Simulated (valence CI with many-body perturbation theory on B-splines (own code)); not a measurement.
Tb LIX: calculated level list

Method: relativistic CI+MBPT: five valence electrons over a frozen Dirac-Fock core [He], a basis of 9 s, 9 p, 8 d, 6 f, 3 g, 1 h functions for each j, with the one-electron correlation potential Σ1 (screened to all orders), the two-electron term Σ2, the three-electron term Σ3, Breit, model QED; selected single and double excitations, second order for the rest, scaled by the run's own slope (own B-spline code, finite nucleus).

No measured spectrum was set against this ion. As an estimate, large intervals hold to a few tenths of a per cent, small ones and those within an open d or f shell to about a per cent. Among the levels kept, up to 4000 cm⁻¹ of a level comes from second order outside the variational space, and about a tenth of that is noise between levels of different J, which matters for small intervals.

Levels 1 to 45 of 62, with energies above the lowest level, (2s^2 2p1/2^2 2p3/2) J=3/2. "Leading %" is the weight of the configuration and term that name the level; weights of strongly mixed levels are sums over their largest components and can fall short, so below about 35 % the name and the second component can differ from the true leading terms, or belong to a minority configuration. In the jj column 3d3/2^4 stands for four electrons in 3d with j = 3/2.

```csv
No.,Configuration,Term,J,E (eV),Leading %,Leading jj,g,Second component
1,2s2 2p3,2P°,3/2,0.0,48,2s^2 2p1/2^2 2p3/2 (100 %),1.329,27 % 2s2 2p3 2D°
2,2s2 2p3,4S°,3/2,759.7,55,2s^2 2p1/2 2p3/2^2 (100 %),1.439,45 % 2s2 2p3 2D°
3,2s2 2p3,2D°,5/2,782.0,100,2s^2 2p1/2 2p3/2^2 (100 %),1.171,
4,2s2 2p3,2P°,1/2,824.3,100,2s^2 2p1/2 2p3/2^2 (100 %),0.628,
5,2s 2p4,4P,5/2,1043.8,71,2s 2p1/2^2 2p3/2^2 (100 %),1.458,28 % 2s 2p4 2D
6,2s 2p4,2S,1/2,1132.5,64,2s 2p1/2^2 2p3/2^2 (100 %),2.029,27 % 2s 2p4 4P
7,2s 2p4,2P,3/2,1134.0,50,2s 2p1/2^2 2p3/2^2 (99 %),1.180,35 % 2s 2p4 2D
8,2s2 2p3,2P°,3/2,1585.7,52,2s^2 2p3/2^3 (99 %),1.288,28 % 2s2 2p3 2D°
9,2s 2p4,4P,3/2,1827.1,84,2s 2p1/2 2p3/2^3 (100 %),1.581,12 % 2s 2p4 2D
10,2s 2p4,2D,5/2,1865.1,71,2s 2p1/2 2p3/2^3 (100 %),1.284,28 % 2s 2p4 4P
11,2s 2p4,2P,1/2,1916.5,64,2s 2p1/2 2p3/2^3 (99 %),1.370,36 % 2s 2p4 4P
12,2s 2p4,2D,3/2,1926.2,53,2s 2p1/2 2p3/2^3 (100 %),1.025,46 % 2s 2p4 2P
13,2p5,2P°,3/2,2239.8,99,2p1/2^2 2p3/2^3 (99 %),1.307,
14,2s 2p4,4P,1/2,2693.3,37,2s 2p3/2^4 (99 %),1.848,36 % 2s 2p4 2S
15,2p5,2P°,1/2,3025.4,100,2p1/2 2p3/2^4 (100 %),0.628,
16,2s2 2p2 3s,4P,1/2,6754.2,47,2s^2 2p1/2^2 3s (100 %),2.000,31 % 2s2 2p2 3s 2S
17,2s2 2p2 3p,2P°,1/2,6840.2,46,2s^2 2p1/2^2 3p1/2 (100 %),0.650,39 % 2s2 2p2 3p 4D°
18,2s2 2p2 3p,2P°,3/2,7079.3,34,2s^2 2p1/2^2 3p3/2 (100 %),1.325,20 % 2s2 2p2 3p 4D°
19,2s2 2p2 3d,2D,3/2,7157.7,42,2s^2 2p1/2^2 3d3/2 (100 %),0.784,33 % 2s2 2p2 3d 4F
20,2s2 2p2 3d,2D,5/2,7229.0,35,2s^2 2p1/2^2 3d5/2 (100 %),1.191,18 % 2s2 2p2 3d 4D
21,2s2 2p2 3s,4P,3/2,7524.6,88,2s^2 2p1/2 2p3/2 3s (100 %),1.660,10 % 2s2 2p2 3s 2P
22,2s2 2p2 3s,2P,1/2,7533.5,67,2s^2 2p1/2 2p3/2 3s (100 %),1.298,33 % 2s2 2p2 3s 4P
23,2s2 2p2 3s,2D,5/2,7543.5,64,2s^2 2p1/2 2p3/2 3s (100 %),1.316,36 % 2s2 2p2 3s 4P
24,2s2 2p2 3s,2D,3/2,7549.2,64,2s^2 2p1/2 2p3/2 3s (100 %),0.964,35 % 2s2 2p2 3s 2P
25,2s2 2p2 3p,4P°,1/2,7609.9,48,2s^2 2p1/2 2p3/2 3p1/2 (100 %),1.729,28 % 2s2 2p2 3p 4D°
26,2s2 2p2 3p,4D°,3/2,7615.9,56,2s^2 2p1/2 2p3/2 3p1/2 (100 %),1.133,22 % 2s2 2p2 3p 2D°
27,2s2 2p2 3p,2F°,5/2,7629.1,49,2s^2 2p1/2 2p3/2 3p1/2 (100 %),1.055,31 % 2s2 2p2 3p 2D°
28,2s2 2p2 3p,2P°,3/2,7662.3,42,2s^2 2p1/2 2p3/2 3p1/2 (99 %),1.316,26 % 2s2 2p2 3p 2D°
29,2s 2p3 3s,4P°,5/2,7769.5,45,2s 2p1/2^2 2p3/2 3s (94 %),1.599,27 % 2s 2p3 3s 6S°
30,2s 2p3 3s,2P°,3/2,7795.2,33,2s 2p1/2^2 2p3/2 3s (95 %),1.447,25 % 2s 2p3 3s 4S°
31,2s2 2p2 3p,4P°,1/2,7836.5,22,2s^2 2p1/2 2p3/2 3p3/2 (68 %),1.365,18 % 2s2 2p2 3p 2S°
32,2s2 2p2 3p,4D°,5/2,7843.9,52,2s^2 2p1/2 2p3/2 3p3/2 (95 %),1.417,31 % 2s2 2p2 3p 4P°
33,2s2 2p2 3p,2D°,3/2,7850.1,50,2s^2 2p1/2 2p3/2 3p3/2 (96 %),1.136,20 % 2s2 2p2 3p 4P°
34,2s 2p3 3s,2P°,3/2,7855.5,18,2s 2p1/2^2 2p3/2 3s (69 %),1.386,16 % 2s 2p3 3s 2D°
35,2s2 2p2 3p,2F°,7/2,7857.4,64,2s^2 2p1/2 2p3/2 3p3/2 (100 %),1.224,36 % 2s2 2p2 3p 4D°
36,2s 2p3 3s,4D°,1/2,7860.1,20,2s 2p1/2^2 2p3/2 3s (60 %),0.990,19 % 2s2 2p2 3p 2P°
37,2s 2p3 3p,4P,3/2,7866.1,29,2s 2p1/2^2 2p3/2 3p1/2 (98 %),1.686,23 % 2s 2p3 3p 6P
38,2s 2p3 3p,2D,5/2,7867.1,25,2s 2p1/2^2 2p3/2 3p1/2 (98 %),1.350,19 % 2s 2p3 3p 4D
39,2s2 2p2 3p,2P°,3/2,7881.7,25,2s^2 2p1/2 2p3/2 3p3/2 (70 %),1.399,21 % 2s2 2p2 3p 4S°
40,2s2 2p2 3p,2D°,5/2,7882.0,64,2s^2 2p1/2 2p3/2 3p3/2 (99 %),1.185,16 % 2s2 2p2 3p 2F°
41,2s2 2p2 3p,2P°,1/2,7903.6,79,2s^2 2p1/2 2p3/2 3p3/2 (91 %),0.677,6 % 2s2 2p2 3p 4D°
42,2s2 2p2 3d,4F,3/2,7929.4,40,2s^2 2p1/2 2p3/2 3d3/2 (93 %),0.939,26 % 2s2 2p2 3d 2P
43,2s2 2p2 3d,4F,5/2,7932.0,53,2s^2 2p1/2 2p3/2 3d3/2 (99 %),0.960,39 % 2s2 2p2 3d 2F
44,2s2 2p2 3d,4D,1/2,7934.5,68,2s^2 2p1/2 2p3/2 3d3/2 (88 %),0.423,14 % 2s2 2p2 3d 2P
45,2s 2p3 3p,2P,1/2,7938.8,16,2s 2p1/2^2 2p3/2 3p1/2 (79 %),1.081,14 % 2s 2p3 3p 4P
```

The ionisation energy to 2s2 2p2 3P_0 of the next ion comes out as 12564 eV (NIST: 12563 ± 6 eV (theoretical)). All 62 levels together are meant to be complete up to 8150.0 eV.
